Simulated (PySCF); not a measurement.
# Assigning NMR signals

Structure with atom numbers: `[CH2:1]=[CH:2][C:3]1=[C:4]([Si@@H:5]([C:6]#[N:7])[O:8][CH3:9])[CH2:10]1` (H(Xn): hydrogen on atom n). Ha(C1) is cis to C3; Ha(C10) is pro-R; Hb(C10) is pro-S; Hb(C1) is trans to C3.

[PySCF 2.14: geometry: GFN2-xTB; σ from GIAO-PBE0/pcSseg-1; fast rotation and ring inversion assumed for equivalent nuclei; no solvent model; non-relativistic; one computed conformer]

Scale: TMS for $^{13}$C, $^{1}$H (reference shieldings calculated alike).

Question: Assign these signals to the numbered atoms. $^{13}$C{$^{1}$H} NMR (computed): δ 147.2 (C), 137.7 (CH2), 132.6 (CH), 123.9 (C), 112.6 (C), 53.5 (CH3), 9.7 (CH2).

Answer: 
```tsv
δ (ppm)	atoms	environment	reason
147.2	C3	fully substituted alkene carbon	as expected for a trigonal carbon in a double bond
137.7	C1	terminal =CH2 carbon	an sp2 carbon of a C=C bond
132.6	C2	alkene CH	the olefinic region
123.9	C6	nitrile carbon	C≡N carbons fall here, among the sp2 signals but without a proton
112.6	C4	fully substituted alkene carbon	the olefinic region
53.5	C9	methyl carbon bonded to O	pulled downfield by the heteroatom
9.7	C10	three-membered-ring carbon	carbons of three-membered rings are unusually shielded
```

Question: Assign these signals to the numbered atoms. $^{1}$H NMR (400 MHz, computed): δ 7.34 (m, 1H), 6.33 (m, 1H), 6.09 (m, 1H), 5.37 (s, 1H), 4.04 (s, 3H), 1.23 (m, 1H), 1.11 (m, 1H).

Answer: 
7.34 → H(C2), hydrogen on an alkene CH: olefinic region
6.33 → Hb(C1), hydrogen on a terminal =CH2 carbon: attached to an sp2 carbon and in the plane of the double bond
6.09 → Ha(C1), hydrogen on a terminal =CH2 carbon
5.37 → H(Si5), hydrogen on a silicon bonded to 2 C, O
4.04 → H(C9), hydrogen on a methyl carbon bonded to O: its carbon carries O, which withdraws density
1.23 → Ha(C10), hydrogen on a three-membered-ring carbon: cyclopropane-type protons are shielded by the ring
1.11 → Hb(C10), hydrogen on a three-membered-ring carbon

Shifts are as computed. Against solution values, carbons near 30 ppm lie about +3 ppm off and those near 130 ppm about +5 ppm. Of 1211 compounds with measured shifts, 218 miss one by over three times the rms of a fit or turn the order of signals round; such compounds aren't used in these exercises. Multiplicities follow the n + 1 count of equivalent neighbours, as no J values were calculated; m marks all less simple cases, F and P coupling included.
